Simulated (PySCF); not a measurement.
# A thermochemical cycle for ZnI

MP2 in PySCF with def2-SVP on every atom (core potentials on I), for the lowest determinant that a PBE0 search found; no spin–orbit coupling. ZnI, a doublet (σ ↑), has De = 1.52 eV to neutral atoms, and ZnI⁺, a singlet (closed shell), has De = 1.98 eV to Zn⁺ + I.

At the same level the Zn atom ionises at 8.30 eV.

Question: What is the adiabatic ionisation energy of the molecule, and does ionisation strengthen or weaken the bond?

Answer: IE = IE(Zn) + De(neutral) − De(ion) = 8.30 + 1.52 − 1.98 = 7.84 eV. De changes by +0.46 eV, so ionisation strengthens the bond.

Correlated steps freeze 9 core orbitals. Correlated levels converge slowly with the basis: in double zeta they bind strong bonds too weakly, by up to about 1 eV, and carry superposition errors of some tenths. Spin–orbit coupling is left out, which matters for elements this heavy, above all for dissociation energies. For an ion De counts to the pair picked by the measured ionisation energies or electron affinities, which need not be the lowest pair at this level. Where the molecule has an RHF reference, its open-shell atoms are computed with UHF. States were picked by a PBE0 search and need not be the measured ground states.
